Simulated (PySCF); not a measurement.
Level of theory: PBE-D3(BJ)/def2-TZVP // CAM-B3LYP-D3(BJ)/def2-TZVP in PySCF 2.14.0. Gas-phase values, no solvent. Excitations are Tamm–Dancoff values on a coarser integration grid. The basis has no diffuse functions, so Rydberg states are missing or too high.

Reference species (SMILES): `[Cl][GeH3]` (neutral, multiplicity 1).

```json
{
  "S1–T1 gap (TDA)": "0.47 eV",
  "S1 oscillator strength": "0.013"
}
```

Changed species: `[Cl][GeH]([Cl])[Cl]` (1 of 4 Cl replaced by H; the reference has 3 of 4 Cl replaced by H).

### Question
Predict the effect on the S1–T1 gap (TDA) and S1 oscillator strength.

### Answer
the S1–T1 gap (TDA) decreases by 0.15 eV, to 0.32 eV; the S1 oscillator strength drops by 0.013, to 0.000.
